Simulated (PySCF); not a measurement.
3-ethenylsiletane (C5H10Si), SMILES C=CC1C[SiH2]C1. Geometry: PBE0-D3(BJ)/def2-SVP. Other conformers were not sampled.

These are PySCF with PBE0-D3(BJ)/def2-SVP values and carry that method's errors.

Harmonic wavenumbers (cm⁻¹): 91, 103, 286, 306, 368, 460, 510, 555, 653, 695, 704, 752, 810, 867, 878, 942, 952, 985, 985, 1030, 1037, 1080, 1117, 1166, 1222, 1278, 1298, 1323, 1404, 1424, 1441, 1737, 2218, 2226, 3062, 3075, 3080, 3142, 3159, 3166, 3167, 3258. Rotational constants (GHz): 7.936, 1.586, 1.446; symmetry number 1.

Problem. Work out the zero-point energy and the ideal-gas rigid-rotor harmonic-oscillator thermochemistry at 298.15 K and 1 atm.

Solution. ZPE = ½ Σ hcν = ½ × 58013 cm⁻¹ = 347.00 kJ/mol. H − E(el) = 368.35 kJ/mol. Entropy in J/(mol K): translation 165.96, rotation 114.10, vibration 65.38, total 345.44. G − E(el) = 265.35 kJ/mol. Cp = 123.80 J/(mol K). Modes under 150 cm⁻¹ make the vibrational entropy uncertain.
